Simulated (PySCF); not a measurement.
**Working out the excitation energy of Ar⁺**

Ar⁺ [Ne] 3s2 3p5 (2P) → Ar⁺ [Ne] 3s2 3p4 4s1 (4P). All numbers are calculated (PySCF 2.14, no relativity, point nucleus, in dyall-av2z). Frozen: [Ne]; the 16 highest virtual orbitals dropped. Energies in hartree (1 hartree = 27.21139 eV):

| part | Ar⁺ (lower) | Ar⁺ (upper) |
| --- | --- | --- |
| UHF | -526.261448 | -525.670304 |
| CCSD correlation | -0.146280 | -0.136590 |
| (T) | -0.001929 | -0.002108 |

Q: What does Hartree-Fock give?

A: (-525.670304) − (-526.261448) = 0.591144 hartree = 16.086 eV.

Q: What do CCSD and CCSD(T) give?

A: The CCSD correlation energies differ by 0.009690 hartree = 0.264 eV and the triples by -0.000179 hartree = -0.005 eV, so CCSD gives 16.350 eV and CCSD(T) 16.345 eV.

Measured between the centres of the two terms (NIST): 16.648 eV, so CCSD(T) (valence) is off by -0.303 eV.

A double-zeta basis recovers only part of the correlation energy.

What remains against the reference includes basis incompleteness, the frozen core and higher excitations.
